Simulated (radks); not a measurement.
Task: Mn3+, 22 electrons, occupied as [Ar] 3d4. Calculated with a radial shooting solver on a logarithmic mesh with Libxc functionals: scalar-relativistic Kohn-Sham, r2SCAN, spin-polarised, spherical densities, finite nucleus; open shells are filled with parallel spins first; meta-GGA in the generalised Kohn-Sham scheme; Fermi nuclear charge, rms radius 3.7057 fm. Some entries of the table are withheld. Estimate them.

orbital  occ.  eigenvalue (hartree)  <r> (bohr)
1s down     1             -238.4682     0.06091
1s up       1             -238.4669     0.06091
2s up       1             -29.03981      0.2791
2s down     1             -28.94560      0.2784
2p up       3             -24.74635      0.2473
2p down     3             -24.67455      0.2465
3s up       1              -4.66860      0.8424
3s down     1              -4.44463      0.8475
3p up       3              -3.46145         (1)
3p down     3              -3.23835         (2)
3d up       4              -1.58627       1.027
3d down     0              -1.36061       1.053
4s up       0              -1.09365       2.314
4p up       0              -0.83624       2.665

Result: 
(1) 3p up <r> (bohr): 0.8869
(2) 3p down <r> (bohr): 0.8938
